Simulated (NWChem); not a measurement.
System: CHCuO; SMILES [O+]#[C-]->[CuH]

Program: NWChem. Medium grid unless said otherwise, to which SCAN and Minnesota functionals are sensitive. The geometry was optimised at PBE0/def2-SVP.

For level M06-2X/def2-SVP:

| Property | Result |
|---|---|
| highest occupied level (eV) | -7.57 |
| orbital gap (eV) | 6.41 |
| dipole (D) | 4.08 |

### Question
What are these values for level B3LYP/def2-SVP?

### Answer
The highest occupied level (eV) is -6.59 and the orbital gap (eV) comes out as 4.20. The dipole (D) is 3.38.
